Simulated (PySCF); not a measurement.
# [K2F]+: bending curve

These are results of PBE0/[F def2-TZVP, K def2-TZVP], no relativity, density fitting, PySCF, not measurements.

Rigid scan from the singlet minimum (F–K 2.325 Å (×2); K–F–K 180.0°). Coordinate: the K–F–K angle, bonds fixed. Energies in kJ/mol from the minimum.

Problem. Predict the curve at 80, 90, 100, 110, 120, 130, 140, 150, 160, 170, 180.

Solution. 
```json
{"bond angle (°)": "80", "E (kJ/mol)": "141.8", "dipole size (D, about the centre of mass)": "8.05"}
{"bond angle (°)": "90", "E (kJ/mol)": "103.6", "dipole size (D, about the centre of mass)": "7.44"}
{"bond angle (°)": "100", "E (kJ/mol)": "75.0", "dipole size (D, about the centre of mass)": "6.78"}
{"bond angle (°)": "110", "E (kJ/mol)": "53.1", "dipole size (D, about the centre of mass)": "6.07"}
{"bond angle (°)": "120", "E (kJ/mol)": "37.0", "dipole size (D, about the centre of mass)": "5.31"}
{"bond angle (°)": "130", "E (kJ/mol)": "24.7", "dipole size (D, about the centre of mass)": "4.50"}
{"bond angle (°)": "140", "E (kJ/mol)": "15.1", "dipole size (D, about the centre of mass)": "3.65"}
{"bond angle (°)": "150", "E (kJ/mol)": "8.0", "dipole size (D, about the centre of mass)": "2.77"}
{"bond angle (°)": "160", "E (kJ/mol)": "3.6", "dipole size (D, about the centre of mass)": "1.86"}
{"bond angle (°)": "170", "E (kJ/mol)": "0.9", "dipole size (D, about the centre of mass)": "0.93"}
{"bond angle (°)": "180", "E (kJ/mol)": "0.0", "dipole size (D, about the centre of mass)": "0.00"}
```

Other isomers or separated fragments may lie lower.
